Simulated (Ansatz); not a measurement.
Geometry optimisation, RKS r2SCAN-D4/def2-SVP (Ansatz 0.2.0).

The input (input.yaml):

```yaml
crystal:
  periodic: [false, false, false]
  atoms:
    - { symbol: Si, position_ang: [-0.9189, 0.1318, -0.4818] }
    - { symbol: Br, position_ang: [-0.6948, -2.543, -0.1636] }
    - { symbol: F, position_ang: [-0.4791, -0.1163, -1.9875] }
    - { symbol: F, position_ang: [-0.9342, 1.747, -0.5896] }
    - { symbol: H, position_ang: [-2.1671, -0.0349, 0.1972] }
    - { symbol: H, position_ang: [0.4262, -0.9479, 0.2529] }
    - { symbol: C, position_ang: [0.9797, 0.2879, 0.572] }
    - { symbol: H, position_ang: [1.771, -0.3142, 1.0269] }
    - { symbol: H, position_ang: [0.5686, 0.8961, 1.3674] }
    - { symbol: H, position_ang: [1.4486, 0.8936, -0.1939] }
basis:
  gaussian: { orbitals: def2-SVP }
hamiltonian:
  xc: r2scan
  dispersion: d4
relax:
  f_tol: 0.15
  max_steps: 25
  restrain:
    - { distance: [0, 6], at: 1.87, k: 30.0 }
    - { distance: [5, 1], at: 1.51, k: 30.0 }
    - { distance: [0, 1], at: 3.61, k: 30.0 }
    - { distance: [5, 6], at: 2.37, k: 30.0 }
output:
  orbitals: {}
```

Run as:

```bash
$ ansatz run input.yaml --threads 4 --pin off --max-ram 5120MiB --backend cpu --events-out ev --progress --plain --runs-dir out
```

Problem. Where does it end, and by what steps?

Solution. The forces met the threshold. The restraints hold the end off the free minimum. After 9 steps the energy has fallen by 1.623 eV (the restraints' own energy left out); H6 moved furthest, 0.85 Å. Joined: Br2–H6 (1.99 → 1.48 Å).

```tsv
step	energy less start (eV)	largest force component (eV/Å)	accepted
0	0.0000	1.377	yes
1	0.1928	3.148	yes
2	0.2142	5.656	yes
3	-0.2461	5.408	yes
4	-1.0576	2.615	yes
5	-1.4953	1.088	yes
6	-1.5525	1.255	yes
7	-1.5624	1.128	yes
8	-1.6138	1.132	yes
9	-1.6232	1.111	yes
```

```xyz
10
Properties=species:S:1:pos:R:3
Si -0.758 0.582 -0.453
Br -0.469 -2.982 0.067
F -0.559 -0.138 -1.885
F -1.022 2.149 -0.757
H -1.957 0.039 0.212
H 0.397 -1.787 0.096
C 0.831 0.511 0.518
H 1.282 -0.469 0.727
H 0.666 0.994 1.496
H 1.589 1.100 -0.022
```

The run took 45 s on 4 threads of Arm Neoverse N1, on a shared host, peak memory 0.2 GiB.
